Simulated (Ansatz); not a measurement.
Consider the formal exchange of groups at the Sn–H bond: `[Br][SnH3]` + `N#CN` → `[NH2][SnH2][Br]` + `C#N`.

Isolated molecules relaxed with PBE0-D4/def2-TZVP in Ansatz; ΔE leaves out vibrations. CBS: MP2 limit from def2 TZ/QZ plus the TZ coupled-cluster correction, frozen cores. This one scheme is used for every species. DFT in def2-TZVPP. HSE06 is defined as in plane-wave codes. def2 core potentials past Kr. For Br, Sn outer-core shells are correlated without core-valence functions, which leaves a few kJ/mol of doubt a bond. Scalar relativity is left out up to krypton. One conformer a species, not always the lowest.

```json
{"level": "LDA (SPW92)", "ΔE (kJ/mol)": "-3.0", "difference from CCSD(T)/CBS": "47.0"}
{"level": "revPBE-D4", "ΔE (kJ/mol)": "-22.2", "difference from CCSD(T)/CBS": "27.8"}
{"level": "HSE06-D4", "ΔE (kJ/mol)": "-19.0", "difference from CCSD(T)/CBS": "31.0"}
{"level": "CAM-B3LYP-D4", "ΔE (kJ/mol)": "-27.2", "difference from CCSD(T)/CBS": "22.8"}
{"level": "B2PLYP", "ΔE (kJ/mol)": "-34.6", "difference from CCSD(T)/CBS": "15.4"}
{"level": "PBE-QIDH", "ΔE (kJ/mol)": "-28.7", "difference from CCSD(T)/CBS": "21.3"}
{"level": "BLYP", "ΔE (kJ/mol)": "-25.9", "difference from CCSD(T)/CBS": "24.1"}
{"level": "r2SCAN", "ΔE (kJ/mol)": "-24.2", "difference from CCSD(T)/CBS": "25.8"}
{"level": "r2SCANh", "ΔE (kJ/mol)": "-23.3", "difference from CCSD(T)/CBS": "26.7"}
{"level": "CAM-B3LYP", "ΔE (kJ/mol)": "-25.0", "difference from CCSD(T)/CBS": "25.0"}
{"level": "LC-ωPBE", "ΔE (kJ/mol)": "-23.0", "difference from CCSD(T)/CBS": "27.0"}
{"level": "RPA@PBE/def2-TZVPP", "ΔE (kJ/mol)": "-42.8", "difference from CCSD(T)/CBS": "7.2"}
{"level": "HF/def2-SVP", "ΔE (kJ/mol)": "-4.7", "difference from CCSD(T)/CBS": "45.3"}
{"level": "MP2/def2-TZVPP", "ΔE (kJ/mol)": "-46.9", "difference from CCSD(T)/CBS": "3.1"}
{"level": "MP2/def2-QZVPP", "ΔE (kJ/mol)": "-52.0", "difference from CCSD(T)/CBS": "-2.0"}
{"level": "CCSD/CBS(def2)", "ΔE (kJ/mol)": "-48.2", "difference from CCSD(T)/CBS": "1.8"}
{"level": "CCSD(T)/CBS", "ΔE (kJ/mol)": "-50.0", "difference from CCSD(T)/CBS": "0"}
```

Largest T1 diagnostic among the species: 0.014.

In def2-TZVPP, CCSD(T) changes the Hartree–Fock value by −14.5 kJ/mol (the triples alone add −1.8 kJ/mol) and MP2 by −19.3 kJ/mol. The D4 term adds −3.6 kJ/mol with B3LYP and −2.0 kJ/mol with PBE0; it sums over pairs of atoms, weighted by their polarisabilities, and B3LYP, whose exchange is more repulsive, gets the larger term.

B3LYP here is the variant with VWN-RPA as its local correlation; programs differ in this.
